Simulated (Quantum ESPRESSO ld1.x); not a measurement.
Problem. The europium ion Eu+, configuration [Xe] 4f8 (not the ground configuration). All-electron calculation, non-relativistic Kohn-Sham, LDA (Slater exchange, Perdew-Wang correlation), spin-polarised, spherical densities, point nucleus; open shells are filled with parallel spins first; relativity is left out, which matters for an element this heavy. Program: ld1.x of Quantum ESPRESSO 7.5. Some entries of the table are withheld. Estimate them.

orbital,occ.,eigenvalue (eV),<1/r> (bohr^-1)
1s down,1,-45503.3,62.42
1s up,1,-45503.3,62.42
2s up,1,-7213.35,14.49
2s down,1,-7213.24,14.50
2p up,3,-6859.07,14.52
2p down,3,-6859.01,14.52
3s up,1,-1577.41,5.447
3s down,1,-1575.03,5.452
3p up,3,-1419.90,5.389
3p down,3,-1417.71,5.394
3d up,5,-1125.37,5.288
3d down,5,-1123.75,5.293
4s up,1,-305.545,2.317
4s down,1,-300.925,2.316
4p up,3,-244.590,2.223
4p down,3,-239.995,2.222
4d up,5,-136.087,(1)
4d down,5,-131.553,(2)
5s up,1,-40.7477,0.8774
5s down,1,-38.5528,0.8609
5p up,3,-25.0658,0.7601
5p down,3,-23.3460,0.7399
4f up,7,-6.2720,1.415
4f down,1,-2.5256,1.309

Solution. 
(1) 4d up <1/r> (bohr^-1): 2.013
(2) 4d down <1/r> (bohr^-1): 2.010
